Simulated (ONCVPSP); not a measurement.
Transferability test, ONCV potential for Nb (Z = 41)

```
Element                 : niobium
Generator               : ONCVPSP 4.0.1
Type                    : optimised norm-conserving Vanderbilt (ONCV)
Functional              : PBEsol
Relativity              : scalar-relativistic
Frozen core             : [Ar] 3d10
Valence charge          : 13
Reference configuration : 4s2 4p6 4d4 5s0.5 (charge +0.5)
Partial waves           : 4s+5s: rc 2.05 bohr, ncon 4, nbas 7, qcut 4.5 1/bohr, 2 projectors; 4p: rc 2.15 bohr, ncon 4, nbas 7, qcut 7.5 1/bohr, 2 projectors, debl 0.7 Ha; 4d: rc 2.85 bohr, ncon 3, nbas 7, qcut 6.1 1/bohr, 2 projectors, debl 1.9 Ha
Local potential         : polynomial inside 1.35 bohr (lpopt 5, dvloc0 0 Ha)
Core correction         : polynomial model core, fcfact 0.2
```

In the p channel the program set the typed energies aside and used -1.380, 0.250 Ha.

Energies are relative to the spin-unpolarised reference configuration 4s2 4p6 4d4 5s0.5; without spin polarisation the order of configurations can differ from experiment.

Give the all-electron excitation energy and the error of the potential for: 4s2 4p6 4d4 5s1; 4s2 4p6 4d4 5s0; 4s2 4p6 4d3 5s0; 4s2 4p6 4d4 5s0 5p1.

```tsv
valence configuration	charge	ΔE all-electron (eV)	error AE − PS (meV)
4s2 4p6 4d4 5s1	0	-2.653	+0.8
4s2 4p6 4d4 5s0	+1	3.999	-0.8
4s2 4p6 4d3 5s0	+2	18.028	+7.2
4s2 4p6 4d4 5s0 5p1	0	0.340	0.0
```

Levels in the configuration 4s2 4p6 4d4 5s1:

```json
{"level": "4s", "all-electron (eV)": "-58.351", "pseudo (eV)": "-58.319"}
{"level": "4p", "all-electron (eV)": "-34.492", "pseudo (eV)": "-34.480"}
{"level": "4d", "all-electron (eV)": "-3.056", "pseudo (eV)": "-3.054"}
{"level": "5s", "all-electron (eV)": "-4.014", "pseudo (eV)": "-4.014"}
```

Note: no bound ghost flagged; GHOST(+) flagged for s at 100.9 eV.
